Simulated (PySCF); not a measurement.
# Field gradients at the hydrogen positions

C5H12SSi.
SMILES with atom numbers: `[CH2:1]=[C:2]([CH2:3][CH2:4][CH3:5])[S:6][SiH3:7]` (hydrogens: H8, H9 on C1; H10, H11 on C3; H12, H13 on C4; H14, H15, H16 on C5; H17, H18, H19 on Si7)

Geometry (GFN2-xTB, Å), atoms numbered from 1 in this order:
```xyz
19
C5H12SSi angstrom
C      1.148    0.156   -1.730
C      0.649   -0.352   -0.613
C     -0.767   -0.826   -0.480
C     -1.618    0.196    0.280
C     -3.059   -0.274    0.428
S      1.564   -0.525    0.898
Si     3.336    0.664    0.675
H      2.162    0.504   -1.821
H      0.535    0.233   -2.612
H     -1.190   -0.991   -1.473
H     -0.780   -1.772    0.066
H     -1.180    0.355    1.267
H     -1.594    1.148   -0.256
H     -3.512   -0.433   -0.548
H     -3.101   -1.209    0.981
H     -3.647    0.468    0.964
H      2.936    1.998    0.246
H      3.876    0.633    2.023
H      4.232    0.036   -0.289
```

Level: PBE0/pcSseg-1 (PySCF, non-relativistic); Q(2H) = 0.00286 b; rigid geometry, the same for H and D, with no vibrational averaging.

Question: Rank these positions by the coupling χzz of a deuteron there, largest first.
A. H19 (Si–H hydrogen)
B. H8 (vinylic hydrogen)
C. H12 (methylene hydrogen)
D. H15 (methyl hydrogen)

Answer: B (228 kHz), D (212 kHz), C (202 kHz), A (110 kHz).

Q: What are Vzz, η and χzz (234.96 MHz × Q × Vzz) at all hydrogens?

A: 
```csv
atom,bonded to,bond length (Å),Vzz (au),η,χzz (kHz)
H8,C1,1.076,0.3399,0.10,228
H9,C1,1.077,0.3382,0.08,227
H10,C3,1.092,0.3031,0.03,204
H11,C3,1.092,0.3008,0.03,202
H12,C4,1.091,0.3005,0.03,202
H13,C4,1.092,0.3023,0.03,203
H14,C5,1.088,0.3148,0.02,212
H15,C5,1.088,0.3148,0.02,212
H16,C5,1.087,0.3167,0.01,213
H17,Si7,1.457,0.1663,0.01,112
H18,Si7,1.452,0.1694,0.03,114
H19,Si7,1.459,0.1644,0.01,110
```

Q: Average by the element that carries the hydrogen.

A: on C: 211 kHz over 9 positions, mean bond length 1.087 Å; on Si: 112 kHz over 3 positions, mean bond length 1.456 Å.

Q: How does χzz go with the bond length over the 9 C–H bonds?

A: A straight-line fit has a slope of -16.3 kHz for each 0.01 Å, with a correlation coefficient of -0.99, over lengths from 1.076 to 1.092 Å. The longer bonds have the smaller couplings here.

Isolated species at its GFN2-xTB geometry (one conformer only). GFN2-xTB bond lengths can be off by several hundredths of an ångström, more for odd bonds, and the gradients follow them. A larger basis could move these couplings by a tenth or more.

These values come from a run that also computed NMR shieldings. Time: 60 s; peak memory 0.79 GiB. Hardware: Arm Neoverse N1, one thread (shared host).
